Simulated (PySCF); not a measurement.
**Peak assignment**

Bonds (- single, = double, # triple, : aromatic): N1#C2 1.152 Å, C2-C3 1.427 Å, C3:C4 1.392 Å, C4:C5 1.386 Å, C5:C6 1.383 Å, C6:C7 1.392 Å, C7-O8 1.351 Å, C7:C9 1.387 Å, C9:C3 1.394 Å. C4 carries H10; C5 carries H11; C6 carries H12; O8 carries H13; C9 carries H14.

- B97-2/pcSseg-2 with gauge-including orbitals
- geometry: PBE0-D3(BJ)/def2-TZVP
- program: PySCF
- no solvent model, non-relativistic, a single conformation

References, each an isolated molecule treated in the same way: TMS for 13C, 1H.

Task: Assign these signals to the numbered atoms. 13C{1H} NMR (computed): δ 164.8, 137.7, 131.5, 125.1, 125.1, 122.9, 121.2.

Result: 
164.8 → C7, aromatic carbon bearing oxygen: an ipso carbon deshielded by its heteroatom
137.7 → C5, aromatic CH: the aromatic region
131.5 → C4, aromatic CH
125.1 → C6, aromatic CH
125.1 → C2, nitrile carbon: C≡N carbons fall here, among the sp2 signals but without a proton
122.9 → C9, aromatic CH
121.2 → C3, substituted aromatic carbon

C6 and C2; C9 and C3 lie closer than the usual error of such a calculation, so a measured spectrum could show them in the other order.

Task: Assign these signals to the numbered atoms. 1H NMR (500 MHz, computed): δ 7.58 (m, 1H), 7.42 (m, 1H), 7.32 (d, 1H), 6.96 (s, 1H), 4.40 (br s, 1H).

Result: 
| δ (ppm) | atoms | environment | reason |
| --- | --- | --- | --- |
| 7.58 | H11 | hydrogen on an aromatic CH | the ring current deshields protons in the ring plane |
| 7.42 | H10 | hydrogen on an aromatic CH | – |
| 7.32 | H12 | hydrogen on an aromatic CH | – |
| 6.96 | H14 | hydrogen on an aromatic CH | – |
| 4.40 | H13 | hydrogen on a phenol-type oxygen | exchangeable; this is the value without hydrogen bonding to other molecules |

H10 and H12 lie closer than the usual error of such a calculation, so a measured spectrum could show them in the other order.

The OH or NH signal is concentration- and solvent-dependent in practice; the value given is the gas-phase one. Shifts are as computed. Against solution values, carbons near 30 ppm lie about +3 ppm off and those near 130 ppm about +7 ppm. Of 1211 compounds with measured shifts, 218 miss one by over three times the rms of a fit or turn the order of signals round; such compounds aren't used in these exercises. Multiplicities follow the n + 1 count of equivalent neighbours, as no J values were calculated; m marks all less simple cases, F and P coupling included.
